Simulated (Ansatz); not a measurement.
Cost and result for the atomization energy of `C[CH2][In]([NH2])[Cl]` (12 atoms, 11 bonds).

```xyz
12

C     0.814   -1.788    0.633
C     1.025   -0.303    0.387
In   -0.731    0.688   -0.340
N    -1.229    2.571   -0.816
Cl   -2.676   -0.641   -0.453
H     1.727   -2.252    1.020
H     0.538   -2.318   -0.281
H     0.018   -1.972    1.357
H     1.820   -0.124   -0.341
H     1.318    0.219    1.302
H    -2.096    2.704   -1.315
H    -0.529    3.216   -1.152
```

The species carries charge 0 and has multiplicity 1. Correlated methods include outer-core shells of In, which these sets cover unevenly. In takes the def2 core potential. All single points use the PBE0-D4/def2-TZVP geometry. It is one conformer, not always the lowest. Program: Ansatz. All runs use 2 threads of an AMD EPYC 7R13 on a shared host and a share of an NVIDIA H100 80 GB. Times are those of one run each, without the atoms' runs, and a repeat can differ threefold. Electronic energies, without spin–orbit coupling; frozen cores. CCSD(T)/CBS adds CCSD(T) − MP2 in def2-TZVPP to the MP2 limit, and its time is that of the two runs behind it. T1 = 0.013. With those shells the extrapolation isn't a true limit. B3LYP takes the VWN-RPA correlation (the form of Gaussian; ORCA's B3LYP/G).

CCSD(T)/CBS is a level of theory with its own doubt, some kJ/mol a heavy atom from the limit and from the frozen cores, so smaller differences don't rank the functionals.

```
                             level  functions  wall time  atomization (kJ/mol)  difference from CCSD(T)/CBS  per bond
   PBE-D4/def2-TZVPP (with forces)        283       18 s                4165.9                         46.2       4.2
  ωB97M-V/def2-TZVPP (with forces)        283       18 s                4116.6                         -3.1      -0.3
                PBE0-D4/def2-TZVPP        283       23 s                4106.4                        -13.3      -1.2
                ωB97X-V/def2-TZVPP        283       23 s                4119.7                          0.0       0.0
 B3LYP-D4/def2-TZVPP (with forces)        283       23 s                4086.3                        -33.4      -3.0
                 B2PLYP/def2-TZVPP        283       25 s                4047.9                        -71.8      -6.5
r2SCAN-D4/def2-TZVPP (with forces)        283       25 s                4101.2                        -18.5      -1.7
                CCSD(T)/def2-TZVPP        283       26 s                4003.8                       -115.9     -10.5
                    MP2/def2-QZVPP        533       26 s                4116.4                         -3.3      -0.3
                 CCSD(T)/CBS(def2)          –       52 s                4119.7                          0.0       0.0
```

The D4 term adds +38.8 kJ/mol with B3LYP and +20.7 kJ/mol with PBE0; it sums over pairs of atoms, weighted by their polarisabilities, and B3LYP, whose exchange is more repulsive, gets the larger term. From PBE to PBE0 (25 % exact exchange), in def2-TZVPP and without D4, the atomization energy moves by −56.1 kJ/mol: exact exchange takes away binding that semilocal exchange gives to molecules. In def2-TZVPP, CCSD(T) changes the Hartree–Fock value by +1047.6 kJ/mol (the triples alone add +61.5 kJ/mol) and MP2 by +1091.5 kJ/mol; breaking electron pairs costs correlation energy, which Hartree–Fock lacks.

Spin–orbit coupling would lower the free In atoms strongly, and the atomization energy with them, by more than many differences here.
